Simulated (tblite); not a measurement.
Compound: C₅H₆O₄S.
Z-matrix (Å and degrees, GFN2-xTB geometry), rows numbered from 1:
```
O 
C   1  1.1877
O   2  1.3411  1  126.47
C   3  1.3971  2  117.85  1    -3.00
O   4  1.4361  3  112.09  2  -102.30
C   5  1.3566  4   92.31  3  -119.45
S   6  1.6010  5  129.48  4  -173.08
C   6  1.5123  5   94.62  4     2.93
C   8  1.5328  4  117.62  3  -126.29
O   9  1.3986  8  112.71  4   -44.80
H   2  1.1002  1  125.76  3   178.74
H   4  1.0965  3  111.31  2    22.17
H   8  1.0902  4  112.80  3     4.61
H   9  1.0930  8  109.17  4    72.58
H   9  1.0976  8  108.31  4  -168.78
H  10  0.9650  9  109.79  8   -70.47
```

Computed values, GFN2-xTB/tblite, gas phase, harmonic and unscaled. The method is semi-empirical: single wavenumbers can be off by several per cent or more. One conformer, not necessarily the lowest.

Harmonic wavenumbers (cm⁻¹): 32.1, 67.1, 70.7, 124.5, 158.8, 201.2, 238.9, 317.4, 341.9, 389.7, 448.4, 498.8, 596.6, 671.6, 736.4, 814.5, 922.7, 937.7, 985.0, 989.6, 1029.9, 1072.5, 1082.6, 1106.3, 1114.5, 1129.8, 1180.6, 1202.1, 1244.2, 1283.1, 1311.2, 1332.6, 1334.2, 1380.8, 1448.7, 1813.2, 2864.9, 2908.1, 2933.8, 2979.0, 2988.4, 3524.2.

A = 1878, B = 719.8, C = 589.8 MHz; mass 161.999 u (most abundant isotopes); point group C1, symmetry number 1.

Question: Zero-point energy?

Answer: ½Σν̃ = 23904 cm⁻¹ = 285.96 kJ/mol.

Question: Entropy at 273.15 K, 1 bar (ideal gas, RRHO, classical rotation)?

Answer: Translation 170.49, rotation 126.01, vibration 119.30: S = 415.8 J/(mol K).

Question: And Cp and H(273.15 K) − H(0)?

Answer: Cp = 144.56 J/(mol K), of which vibrations give 111.30 (their classical limit is 42 R = 349.2); H(273.15 K) − H(0) = 25.40 kJ/mol without the zero-point energy, 16.32 from vibrations.

Question: What must be added to the electronic energy to get the Gibbs energy at 273.15 K and 1 bar?

Answer: ZPE + [H(273.15 K) − H(0)] − T·S = 285.96 + 25.40 − 113.57 = 197.79 kJ/mol.

Question: Which modes carry the vibrational entropy at 273.15 K?

Answer: 32.1 cm⁻¹: 23.10; 67.1 cm⁻¹: 17.01; 70.7 cm⁻¹: 16.58; 124.5 cm⁻¹: 11.97; 158.8 cm⁻¹: 10.04; 201.2 cm⁻¹: 8.21 J/(mol K); the other 36 give 32.40 together.

Question: Blend soft modes into free rotors: weight 1/[1 + (100 cm⁻¹/ν̃)⁴] for the oscillator and the rest for a rotor with moment μB/(μ + B), μ = h/(8π²ν), B = 10⁻⁴⁴ kg m². What vibrational entropy results?

Answer: 106.28 J/(mol K) in place of 119.30, which changes −T·S at 273.15 K by +3.56 kJ/mol.

Hindered rotation and anharmonicity are outside this model. Other conformers, if any are populated, would add a mixing term that is left out. The structure is chiral; the term R ln 2 for an equal mix with its mirror image is left out.

The run took 0.61 s wall on Arm Neoverse V1, one thread, no GPU, shared host with 32 logical CPUs at a one-minute load of 18. This covers the Hessian and the dipole derivatives.
